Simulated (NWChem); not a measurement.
# SbH$_{3}$Te; SMILES [SbH2][TeH]

```xyz
5

Sb     0.0243     1.3856     0.0005
H     -1.1958     1.5097     1.2023
H     -1.1629     1.5146    -1.2337
Te    -0.0103    -1.3897     0.0001
H      1.6536    -1.4241     0.0012
```
Atoms are numbered in this order, from 1.

Geometry: optimised at PBE0/def2-SVP. def2 effective core potentials on Sb, Te; no spin-orbit coupling.

Problem. List the 4 lowest vertical singlet excitations from PBE/def2-SVPD with def2 effective core potentials on Sb, Te, full TDDFT (NWChem).

Solution. 
```json
[
 {"state": "S1", "energy (eV)": "3.16", "oscillator strength": "0.005", "leading excitation (squared amplitude)": "HOMO → LUMO (1.00)"},
 {"state": "S2", "energy (eV)": "4.25", "oscillator strength": "0.012", "leading excitation (squared amplitude)": "HOMO → LUMO+1 (0.97)"},
 {"state": "S3", "energy (eV)": "4.37", "oscillator strength": "0.000", "leading excitation (squared amplitude)": "HOMO → LUMO+2 (0.91)"},
 {"state": "S4", "energy (eV)": "4.78", "oscillator strength": "0.181", "leading excitation (squared amplitude)": "HOMO−1 → LUMO (0.76)"}
]
```
